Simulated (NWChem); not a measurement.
System: CClF$_{2}$, doublet; SMILES F[C](F)Cl

Here is an NWChem input.

```
start job
memory heap 200 mb stack 900 mb global 1100 mb
geometry units angstroms noautoz
  F     -0.078547     1.058538    -1.090428
  C      0.333858     0.429143     0.000000
  F     -0.078547     1.058538     1.090428
  Cl    -0.045520    -1.286964     0.000000
end
basis spherical
  * library 6-31g*
end
dft
  odft
  mult 2
  xc b3lyp
  grid xfine
  iterations 150
  mulliken
end
task dft gradient
```

Output (shortened):

```
             Northwest Computational Chemistry Package (NWChem) 7.3.0
             --------------------------------------------------------

 CS  symmetry detected

                             Geometry "geometry" -> ""
                             -------------------------

 Output coordinates in angstroms (scale by  1.889725989 to convert to a.u.)

  No.       Tag          Charge          X              Y              Z
 ---- ---------------- ---------- -------------- -------------- --------------
    1 F                    9.0000    -0.08048158    -1.06416466    -1.09042800
    2 C                    6.0000     0.33572126    -0.43727460     0.00000000
    3 F                    9.0000    -0.08048158    -1.06416466     1.09042800
    4 Cl                  17.0000    -0.03327407     1.28109479     0.00000000

 Effective nuclear repulsion energy (a.u.)     156.1011005218

      Symmetry information
      --------------------

 Group name             Cs
 Group number              2
 Group order               2
 No. of unique centers     3

                                 NWChem DFT Module
                                 -----------------

 Summary of "ao basis" -> "ao basis" (spherical)
 ------------------------------------------------------------------------------
       Tag                 Description            Shells   Functions and Types
 ---------------- ------------------------------  ------  ---------------------
 F                           6-31g*                  6       14   3s2p1d
 C                           6-31g*                  6       14   3s2p1d
 Cl                          6-31g*                  8       18   4s3p1d

      Symmetry analysis of basis
      --------------------------

        a'         37
        a"         23

            General Information
            -------------------
          SCF calculation type: DFT
          Wavefunction type:  spin polarized.
          No. of atoms     :     4
          No. of electrons :    41
           Alpha electrons :    21
            Beta electrons :    20
          Charge           :     0
          Spin multiplicity:     2
          Use of symmetry is: on ; symmetry adaption is: on
          Maximum number of iterations: 150
          AO basis - number of functions:    60
                     number of shells:    26
          Convergence on energy requested:  1.00D-06
          Convergence on density requested:  1.00D-05
          Convergence on gradient requested:  5.00D-04

              XC Information
              --------------
                         B3LYP Method XC Potential
                     Hartree-Fock (Exact) Exchange  0.200
                        Slater Exchange Functional  0.800 local
                    Becke 1988 Exchange Functional  0.720 non-local
              Lee-Yang-Parr Correlation Functional  0.810
                  VWN I RPA Correlation Functional  0.190 local

             Grid Information
             ----------------
          Grid used for XC integration:  xfine
          Radial quadrature: Mura-Knowles
          Angular quadrature: Lebedev.
          Tag              B.-S. Rad. Rad. Pts. Rad. Cut. Ang. Pts.
          ---              ---------- --------- --------- ---------
          F                   0.50      100           8.0      1454
          C                   0.70      100           7.0      1454
          Cl                  1.00      125           7.0      1454
          Grid pruning is: on
          Number of quadrature shells:   325
          Spatial weights used:  Erf1

      Superposition of Atomic Density Guess
      -------------------------------------

 Sum of atomic energies:        -695.85550091

      Non-variational initial energy
      ------------------------------

 Total energy =    -696.680648
 1-e energy   =   -1275.256797
 2-e energy   =     422.475049
 HOMO         =      -0.101473
 LUMO         =       0.156282

   Symmetry analysis of molecular orbitals - initial alpha
   -------------------------------------------------------

  Numbering of irreducible representations:

     1 a'          2 a"

  Orbital symmetries:

     1 a'          2 a'          3 a"          4 a'          5 a'
     6 a'          7 a"          8 a'          9 a'         10 a"
    11 a'         12 a'         13 a"         14 a'         15 a'
    16 a"         17 a"         18 a'         19 a'         20 a"
    21 a'         22 a'         23 a"         24 a'         25 a'
    26 a'         27 a'         28 a"         29 a'         30 a"
    31 a'

   Symmetry analysis of molecular orbitals - initial beta
   ------------------------------------------------------

  Numbering of irreducible representations:

     1 a'          2 a"

  Orbital symmetries:

     1 a'          2 a'          3 a"          4 a'          5 a'
     6 a'          7 a"          8 a'          9 a'         10 a"
    11 a'         12 a'         13 a"         14 a'         15 a'
    16 a"         17 a"         18 a'         19 a'         20 a"
    21 a'         22 a'         23 a"         24 a'         25 a'
    26 a'         27 a'         28 a"         29 a'         30 a"
    31 a'

     ---------------------------------------------
      Total Density - Mulliken Population Analysis
     ---------------------------------------------

    Atom       Charge   Shell Charges
 -----------   ------   -------------------------------------------------------
    1 F    9     9.43   2.00  0.95  3.38  0.99  2.09  0.01
    2 C    6     4.92   2.00  0.64  1.11  0.59  0.49  0.09
    3 F    9     9.43   2.00  0.95  3.38  0.99  2.09  0.01
    4 Cl  17    17.23   2.00  2.00  5.98  1.39  3.64  0.53  1.67  0.02

     --------------------------------------------
      Spin Density - Mulliken Population Analysis
     --------------------------------------------

    Atom       Charge   Shell Charges
 -----------   ------   -------------------------------------------------------
    1 F    9     0.06   0.00  0.00  0.06 -0.00  0.00  0.00
    2 C    6     0.73   0.00  0.08  0.24  0.23  0.17  0.00
    3 F    9     0.06   0.00  0.00  0.06 -0.00  0.00  0.00
    4 Cl  17     0.15   0.00  0.00  0.00  0.01  0.11 -0.01  0.03  0.01

   convergence    iter        energy       DeltaE   RMS-Dens  Diis-err
 ---------------- ----- ----------------- --------- --------- ---------
 d= 0,ls=0.0,diis     1   -697.7475655277 -8.54D+02  1.61D-02  3.29D-01
                                                     1.16D-02  2.93D-01
 d= 0,ls=0.0,diis     2   -697.5731864969  1.74D-01  7.67D-03  7.97D-01
                                                     7.61D-03  8.24D-01
 d= 0,ls=0.0,diis     3   -697.8959791213 -3.23D-01  1.17D-03  5.99D-03
                                                     9.31D-04  5.44D-03
 d= 0,ls=0.0,diis     4   -697.8978645809 -1.89D-03  6.31D-04  1.08D-03
                                                     3.07D-04  1.04D-03
 d= 0,ls=0.0,diis     5   -697.8982358925 -3.71D-04  1.55D-04  7.86D-05
                                                     1.88D-04  9.47D-05
  Resetting Diis
 d= 0,ls=0.0,diis     6   -697.8982845045 -4.86D-05  1.39D-04  1.07D-05
                                                     4.32D-05  6.95D-06
 d= 0,ls=0.0,diis     7   -697.8982932345 -8.73D-06  2.60D-05  6.78D-07
                                                     1.90D-05  6.96D-07
 d= 0,ls=0.0,diis     8   -697.8982936671 -4.33D-07  1.03D-05  3.93D-07
                                                     8.39D-06  4.53D-07
 d= 0,ls=0.0,diis     9   -697.8982938692 -2.02D-07  5.31D-06  9.75D-08
                                                     2.94D-06  4.84D-08

         Total DFT energy =     -697.898293869209
      One electron energy =    -1275.185316728523
           Coulomb energy =      475.792717761977
    Exchange-Corr. energy =      -54.606795424454
 Nuclear repulsion energy =      156.101100521790

 Numeric. integr. density =       40.999999935349

                  Occupations of the irreducible representations
                  ----------------------------------------------

                     irrep           alpha         beta
                     --------     --------     --------
                     a'               14.0         13.0
                     a"                7.0          7.0

                    DFT Final Alpha Molecular Orbital Analysis
                    ------------------------------------------

 Vector   19  Occ=1.000000D+00  E=-3.638622D-01  Symmetry=a'
              MO Center=  1.7D-02,  9.1D-01,  1.1D-12, r^2= 1.8D+00
   Bfn.  Coefficient  Atom+Function         Bfn.  Coefficient  Atom+Function
  ----- ------------  ---------------      ----- ------------  ---------------
    49      0.617483  4 Cl px                53      0.310306  4 Cl px
    50      0.294338  4 Cl py                45     -0.240413  4 Cl px
     3     -0.149351  1 F  px                31     -0.149351  3 F  px
    17      0.133943  2 C  px                54      0.132030  4 Cl py
    46     -0.113113  4 Cl py                 7     -0.110185  1 F  px

 Vector   20  Occ=1.000000D+00  E=-3.492902D-01  Symmetry=a"
              MO Center= -2.8D-02,  1.1D+00, -2.9D-13, r^2= 1.5D+00
   Bfn.  Coefficient  Atom+Function         Bfn.  Coefficient  Atom+Function
  ----- ------------  ---------------      ----- ------------  ---------------
    51      0.724976  4 Cl pz                55      0.364827  4 Cl pz
    47     -0.281238  4 Cl pz                 4      0.143596  1 F  py
    32     -0.143596  3 F  py                 8      0.101976  1 F  py
    36     -0.101976  3 F  py                23      0.044819  2 C  pz
     6      0.035121  1 F  s                 34     -0.035121  3 F  s

 Vector   21  Occ=1.000000D+00  E=-2.525784D-01  Symmetry=a'
              MO Center=  3.8D-01, -1.7D-01, -4.0D-13, r^2= 2.0D+00
   Bfn.  Coefficient  Atom+Function         Bfn.  Coefficient  Atom+Function
  ----- ------------  ---------------      ----- ------------  ---------------
    17      0.507247  2 C  px                20      0.474308  2 C  s
    49     -0.349749  4 Cl px                21      0.276417  2 C  px
     3     -0.255479  1 F  px                31     -0.255479  3 F  px
    53     -0.226893  4 Cl px                 7     -0.209384  1 F  px
    35     -0.209384  3 F  px                50      0.199761  4 Cl py

 Vector   22  Occ=0.000000D+00  E= 1.297152D-02  Symmetry=a'
              MO Center=  1.9D-02,  6.7D-01, -2.5D-15, r^2= 2.2D+00
   Bfn.  Coefficient  Atom+Function         Bfn.  Coefficient  Atom+Function
  ----- ------------  ---------------      ----- ------------  ---------------
    20      1.050271  2 C  s                 54      0.916453  4 Cl py
    52     -0.691537  4 Cl s                 22      0.590831  2 C  py
    18      0.455315  2 C  py                50      0.421588  4 Cl py
    21     -0.316623  2 C  px                17     -0.276151  2 C  px
    16      0.220055  2 C  s                 48     -0.190569  4 Cl s

 Vector   23  Occ=0.000000D+00  E= 1.421896D-01  Symmetry=a"
              MO Center=  3.5D-01, -2.5D-01,  2.5D-14, r^2= 2.0D+00
   Bfn.  Coefficient  Atom+Function         Bfn.  Coefficient  Atom+Function
  ----- ------------  ---------------      ----- ------------  ---------------
    23      1.142680  2 C  pz                 6      0.599802  1 F  s
    34     -0.599802  3 F  s                 19      0.582408  2 C  pz
    55     -0.292784  4 Cl pz                 8      0.258550  1 F  py
    36     -0.258550  3 F  py                 9      0.194781  1 F  pz
    37      0.194781  3 F  pz                 4      0.193205  1 F  py

 Vector   24  Occ=0.000000D+00  E= 1.603338D-01  Symmetry=a'
              MO Center=  7.1D-02, -7.8D-01, -8.5D-14, r^2= 1.7D+00
   Bfn.  Coefficient  Atom+Function         Bfn.  Coefficient  Atom+Function
  ----- ------------  ---------------      ----- ------------  ---------------
    22     -0.907315  2 C  py                20      0.857454  2 C  s
     6     -0.634060  1 F  s                 34     -0.634060  3 F  s
     9     -0.436945  1 F  pz                37      0.436945  3 F  pz
    18     -0.427654  2 C  py                21     -0.424246  2 C  px
    52      0.375730  4 Cl s                 17     -0.302162  2 C  px

                     DFT Final Beta Molecular Orbital Analysis
                     -----------------------------------------

 Vector   18  Occ=1.000000D+00  E=-4.340252D-01  Symmetry=a'
              MO Center= -3.5D-02, -1.1D-01, -2.3D-14, r^2= 2.6D+00
   Bfn.  Coefficient  Atom+Function         Bfn.  Coefficient  Atom+Function
  ----- ------------  ---------------      ----- ------------  ---------------
    50      0.418729  4 Cl py                 4      0.358970  1 F  py
    32      0.358970  3 F  py                 8      0.252800  1 F  py
    36      0.252800  3 F  py                18     -0.199803  2 C  py
    49     -0.168485  4 Cl px                46     -0.162780  4 Cl py
    20     -0.160198  2 C  s                 54      0.131746  4 Cl py

 Vector   19  Occ=1.000000D+00  E=-3.532614D-01  Symmetry=a'
              MO Center= -9.3D-03,  1.1D+00, -4.2D-12, r^2= 1.6D+00
   Bfn.  Coefficient  Atom+Function         Bfn.  Coefficient  Atom+Function
  ----- ------------  ---------------      ----- ------------  ---------------
    49      0.666617  4 Cl px                53      0.345030  4 Cl px
    45     -0.260008  4 Cl px                50      0.238259  4 Cl py
    54      0.118208  4 Cl py                 3     -0.115805  1 F  px
    31     -0.115805  3 F  px                46     -0.091311  4 Cl py
     7     -0.085904  1 F  px                35     -0.085904  3 F  px

 Vector   20  Occ=1.000000D+00  E=-3.469547D-01  Symmetry=a"
              MO Center= -2.9D-02,  1.1D+00,  4.2D-12, r^2= 1.5D+00
   Bfn.  Coefficient  Atom+Function         Bfn.  Coefficient  Atom+Function
  ----- ------------  ---------------      ----- ------------  ---------------
    51      0.723268  4 Cl pz                55      0.367090  4 Cl pz
    47     -0.280774  4 Cl pz                 4      0.143525  1 F  py
    32     -0.143525  3 F  py                 8      0.102220  1 F  py
    36     -0.102220  3 F  py                23      0.043193  2 C  pz
     6      0.034536  1 F  s                 34     -0.034536  3 F  s

 Vector   21  Occ=0.000000D+00  E=-9.522475D-02  Symmetry=a'
              MO Center=  5.2D-01, -2.5D-01,  1.9D-15, r^2= 1.7D+00
   Bfn.  Coefficient  Atom+Function         Bfn.  Coefficient  Atom+Function
  ----- ------------  ---------------      ----- ------------  ---------------
    20      0.616475  2 C  s                 17      0.471520  2 C  px
    21      0.361135  2 C  px                49     -0.253245  4 Cl px
     3     -0.229968  1 F  px                31     -0.229968  3 F  px
    50      0.214258  4 Cl py                 7     -0.202464  1 F  px
    35     -0.202464  3 F  px                53     -0.202100  4 Cl px

[...]

                         DFT ENERGY GRADIENTS

    atom               coordinates                        gradient
                 x          y          z           x          y          z
   1 F      -0.152088  -2.010980  -2.060610   -0.000015  -0.000041  -0.000025
   2 C       0.634421  -0.826329   0.000000    0.000015   0.000093   0.000000
   3 F      -0.152088  -2.010980   2.060610   -0.000015  -0.000041   0.000025
   4 Cl     -0.062879   2.420918   0.000000    0.000014  -0.000011   0.000000
```

Level: B3LYP/6-31G* (spherical d), spin-unrestricted. In the optimisation the excess spin sits in a' (Cs, its own frame). The geometry was optimised at B3LYP/6-31G* (spherical d), spin-unrestricted. No stability test was run on the SCF state.
